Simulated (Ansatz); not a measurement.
Geometry optimisation, Ansatz, DFT PBE-D3(BJ), scalar-relativistic, plane waves, PAW.

Input file:

```yaml
crystal:
  lattice:
    - [5.43058, 0.0, 0.0]
    - [2.71529, 4.70302, 0.0]
    - [0.0, 0.0, 15.43405]
  atoms:
    - { symbol: Ir, position: [0.1666667, 0.1666667, 0.0647918] }
    - { symbol: Ir, position: [0.6666667, 0.1666667, 0.0647918] }
    - { symbol: Ir, position: [0.1666667, 0.6666667, 0.0647918] }
    - { symbol: Ir, position: [0.6666667, 0.6666667, 0.0647918] }
    - { symbol: Ir, position: [-0.1666667, 0.3333333, 0.2084369] }
    - { symbol: Ir, position: [0.3333333, 0.3333333, 0.2084369] }
    - { symbol: Ir, position: [-0.1666667, 0.8333333, 0.2084369] }
    - { symbol: Ir, position: [0.3333333, 0.8333333, 0.2084369] }
    - { symbol: Ir, position: [0.0, 0.0, 0.3520819] }
    - { symbol: Ir, position: [0.5, 0.0, 0.3520819] }
    - { symbol: Ir, position: [0.0, 0.5, 0.3520819] }
    - { symbol: Ir, position: [0.5, 0.5, 0.3520819] }
    - { symbol: C, position: [0.2219655, 0.7557752, 0.470003] }
    - { symbol: H, position: [0.2158923, 0.7512548, 0.541274] }
basis:
  ecutwfc: 420.0
kpoints:
  mp_grid: { grid: [4, 4, 1] }
hamiltonian:
  xc: pbe
  dispersion: d3bj
scf:
  occupations: { method: gaussian, width: 0.1 }
  lower_state_search: "off"
relax:
  f_tol: 0.03
  max_steps: 60
  adjacent_minimum: "off"
  constraints: [{ sites: [0, 1, 2, 3] }]
```

Command:

```bash
$ ansatz run input.yaml --threads 4 --pin off --max-ram 10240MiB --backend cpu --events-out ev --progress --plain --runs-dir out
```

Q: Where does it end, and by what steps?

A: It converged. The force dipped under the threshold on the way, but the program's further checks kept it going. Limits of this set-up: coarse k mesh, thin slab, slab without dipole correction, odd electron count without spin, a typed lattice constant that wasn't relaxed here. After 11 steps the energy has fallen by 1.883 eV; C13 moved furthest, 0.86 Å. Joined: Ir11–C13 (2.89 → 2.03 Å).

```tsv
step	energy less start (eV)	largest force component (eV/Å)	accepted
0	0.0000	5.039	yes
1	-1.1800	1.913	yes
2	-1.4707	1.225	yes
3	-1.5650	0.313	yes
4	-1.6811	0.569	yes
5	-1.8424	0.436	yes
6	-1.8557	0.549	yes
7	-1.8828	0.052	yes
8	-1.8828	0.053	yes
9	-1.8829	0.055	yes
10	-1.8831	0.016	yes
11	-1.8831	0.016	yes
```

```xyz
14
Lattice="5.4306 0.0000 0.0000 2.7153 4.7030 0.0000 0.0000 0.0000 15.4340" Properties=species:S:1:pos:R:3
Ir 1.358 0.784 1.000
Ir 4.073 0.784 1.000
Ir 2.715 3.135 1.000
Ir 5.431 3.135 1.000
Ir 0.000 1.568 3.138
Ir 2.715 1.565 3.189
Ir 1.355 3.921 3.189
Ir 4.075 3.921 3.189
Ir 0.000 0.008 5.443
Ir 2.715 0.000 5.355
Ir 1.351 2.348 5.443
Ir 4.079 2.348 5.443
C 2.716 3.135 6.726
H 2.716 3.135 7.820
```

Whether the end is a true minimum wasn't checked by a vibrational analysis.

Time of the run: 60 s on 4 threads of Intel(R) Xeon(R) Platinum 8488C (Sapphire Rapids), on a shared host, peak memory 1.4 GiB.
